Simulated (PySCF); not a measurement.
Compound: C₅H₁₀NOP.
Structure used (GFN2-xTB), in Å, numbered top down from 1:
```xyz
18
C5H10NOP angstrom
C      2.9401   -0.5636   -0.7931
C      2.0194   -0.1559    0.0672
C      0.7194    0.4006   -0.3120
C      0.0725    1.4724    0.6360
P     -0.7848   -0.1339    0.6220
N     -1.0375   -1.1905    1.7446
C     -2.2710   -0.1482   -0.4629
O     -3.4117   -0.2084    0.3305
H      3.8728   -0.9890   -0.4674
H      2.7918   -0.4911   -1.8578
H      2.1936   -0.2461    1.1331
H      0.6181    0.6101   -1.3716
H      0.6583    1.7199    1.5135
H     -0.3346    2.3463    0.1474
H     -0.3058   -1.3039    2.4303
H     -2.1943   -1.0209   -1.1330
H     -2.3140    0.7634   -1.0650
H     -3.2409   -0.8548    1.0322
```

Method: TDDFT wB97X-D/def2-SVPD, vertical, gas phase, core orbitals frozen in the response in PySCF 2.14.0, density-fitted response routines.

Q: What does the calculation give for the low-lying excited states?

A: 

```tsv
state	E (eV)	E (hartree)	f	main configurations (H = HOMO, L = LUMO)
S1	5.41	0.1988	0.018	H→L+1 (74%), H→L+4 (12%)
S2	5.74	0.2110	0.178	H→L (95%)
S3	6.48	0.2382	0.020	H→L+2 (43%), H→L+4 (28%)
S4	6.66	0.2449	0.0051	H-1→L+1 (40%), H→L+2 (22%), H→L+6 (12%)
S5	6.85	0.2518	0.336	H-1→L (69%), H→L+6 (8%)
S6	6.91	0.2541	0.018	H→L+5 (22%), H-1→L+1 (18%), H-1→L (17%)
S7	7.02	0.2579	0.053	H→L+4 (29%), H→L+6 (20%), H→L+2 (17%)
S8	7.11	0.2613	0.045	H→L+3 (55%), H→L+5 (17%), H-1→L+1 (9%)
```

Triplets, Tamm–Dancoff:

```json
{"state": "T1", "E (eV)": "4.21", "λ (nm)": "294.3", "main configurations (H = HOMO, L = LUMO)": "H→L (45%), H-1→L (33%)"}
{"state": "T2", "E (eV)": "5.00", "λ (nm)": "247.8", "main configurations (H = HOMO, L = LUMO)": "H→L+1 (65%), H→L+4 (16%)"}
{"state": "T3", "E (eV)": "5.56", "λ (nm)": "222.9", "main configurations (H = HOMO, L = LUMO)": "H→L (26%), H-1→L (17%), H→L+6 (8%)"}
```

The lowest singlet comes at 229 nm (522 kJ/mol) in the ultraviolet; it is weak; its leading configuration is HOMO→LUMO+1 (74%). The most intense listed level is S5 at 6.85 eV (181 nm, f = 0.336), 1.44 eV above S1. Löwdin shares by element: HOMO nitrogen 38%, carbon 23% or more, phosphorus 16% (atoms not listed hold the other 24%); LUMO carbon 66% or more, phosphorus 8% (atoms not listed hold the other 26%). Of the 8 states listed, 7 reach f = 0.01 and none stays under 0.0005. The oscillator strengths of these states sum to 0.673; summed over the whole spectrum of an exact calculation they would give the number of electrons, 70 (Thomas–Reiche–Kuhn). Orbital energies (eV): HOMO-3 -10.30, HOMO-2 -10.27, HOMO-1 -9.17, HOMO -8.15, LUMO 1.58, LUMO+1 1.91, LUMO+2 2.49. Singlets were solved by full linear response, triplets in the Tamm–Dancoff approximation.

Cost: about 2.5 min of CPU time on one thread; the machine was shared, so the figure is rough.

One conformer stands for the species.
